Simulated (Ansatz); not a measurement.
C2H9OPSi, SMILES `CC[SiH2]PO`, relaxed with RKS PBE0-D4/def2-TZVP in the Gaussian-basis code of Ansatz from a PBE-D4/def2-SVP geometry. The force threshold is 0.005 eV/Å; the program also tests the step.

The species carries charge 0 and has multiplicity 1.

Start:

```xyz
14

C     0.048    0.353   -1.660
C     0.769   -0.621   -0.720
Si    0.986    0.006    1.060
P    -1.043    0.581    1.946
O    -1.929   -0.619    1.096
H    -0.010   -0.049   -2.693
H    -0.990    0.535   -1.316
H     0.563    1.335   -1.717
H     0.204   -1.575   -0.645
H     1.779   -0.885   -1.104
H     1.600   -1.072    1.916
H     1.863    1.233    1.135
H    -1.189    1.686    1.016
H    -2.651   -0.906    1.685
```

```csv
step,energy (eV),largest force (eV/Å),largest move (Å)
1,-21425.4303,0.919,0.000
2,-21425.4866,0.727,0.097
3,-21425.4986,0.442,0.056
4,-21425.5063,0.107,0.104
5,-21425.5084,0.104,0.050
6,-21425.5089,0.032,0.015
7,-21425.5091,0.006,0.021
8,-21425.5091,0.013,0.016
9,-21425.5092,0.024,0.027
10,-21425.5093,0.013,0.012
11,-21425.5093,0.005,0.002
12 (rejected),-21425.5093,0.009,0.003
13,-21425.5093,0.004,0.001
14,-21425.5093,0.005,0.006
15,-21425.5093,0.004,0.005
```

End:

```xyz
14

C     0.115    0.374   -1.695
C     0.769   -0.622   -0.745
Si    0.940   -0.007    1.021
P    -1.043    0.570    1.943
O    -1.975   -0.647    1.273
H     0.081   -0.015   -2.716
H    -0.912    0.591   -1.392
H     0.659    1.322   -1.723
H     0.193   -1.552   -0.711
H     1.772   -0.894   -1.095
H     1.565   -1.056    1.874
H     1.779    1.225    1.097
H    -1.274    1.597    0.979
H    -2.670   -0.886    1.890
```

It took 54 s on 4 threads of an Arm Neoverse V2 on a shared host, with 0.66 GiB of host memory at the peak.
